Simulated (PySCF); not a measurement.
# Spinor energies of Os⁶⁷⁺ (osmium, charge +67)

Start: [He] 2s2 2p5; 2p1/2 filled at m_j = +1/2; 2p3/2 filled at m_j = -3/2, -1/2, +1/2, +3/2. Calculated with PySCF 2.14 in an even-tempered Gaussian basis (16 s from 52 bohr⁻², ratio 2.4; 13 p from 68 bohr⁻², ratio 2.4; 5 d from 230 bohr⁻², ratio 2.6; 4 f from 350 bohr⁻², ratio 2.6): generalised Hartree-Fock with the X2C-1e Hamiltonian and a Gaussian nucleus; one run each with spin-orbit coupling (SO) screened by Boettger's factors, then bare. This is a chosen level, not necessarily the ground level.

```tsv
spinor shell	electrons	ε, screened SO (eV)	ε, bare SO (eV)	weight of nominal j (bare SO)	rms radius, bare SO (bohr)
1s1/2	2	-80763.5	-80763.7	1.000	0.0200
2s1/2	2	-18991.6	-18991.7	1.000	0.0791
2p1/2	1	-18571.2	-18609.1	1.000	0.0667
2p3/2	4	-16940.6	-16929.3	1.000	0.0740
```

| quantity | screened SO | bare SO |
| --- | --- | --- |
| E (hartree) | -11077.42441 | -11077.13941 |
| M_J | 1/2 | 1/2 |
| ⟨J²⟩ | 0.750 | 0.750 |
| ⟨L²⟩ | 2.019 | 2.021 |
| ⟨S²⟩ | 0.769 | 0.771 |

Each row is a mean over spinors that exchange with the open shell spreads, by up to 21.948 eV (2p3/2).

Breit and QED terms are absent; they matter most for the inner s and p1/2 levels.

Densities and radii are taken from the X2C orbitals without a picture-change correction, which distorts them close to the nucleus.
